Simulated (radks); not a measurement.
Task: Species: the erbium ion Er31+. Configuration: [Kr] 4d1. All-electron calculation, Dirac Kohn-Sham, LDA (Slater exchange, Perdew-Wang correlation), spin-unpolarised, spherical densities, finite nucleus; open shells are shared between the two j in proportion to 2j + 1; Fermi nuclear charge, rms radius 5.2516 fm. Program: a radial shooting solver on a logarithmic mesh with Libxc functionals.

Spin-orbit splittings of the eigenvalues, e(l+1/2) - e(l-1/2), with zeta = 2 splitting/(2l+1) and mean radii in bohr:

| shell | occ. | splitting (eV) | zeta (eV) | <r> j=l-1/2 | <r> j=l+1/2 |
|---|---|---|---|---|---|
| 2p | 6 | 916.2 | 610.8 | 0.07146 | 0.07872 |
| 3p | 6 | ? | ? | 0.2125 | 0.2257 |
| 3d | 10 | 43.40 | 17.36 | 0.1983 | 0.2023 |
| 4p | 6 | 58.57 | 39.05 | 0.4606 | 0.4809 |
| 4d | 1 | 12.49 | 4.995 | 0.4738 | 0.4795 |

Estimate the 3p splitting.

Result: 196.8 eV (zeta = 131.2 eV).
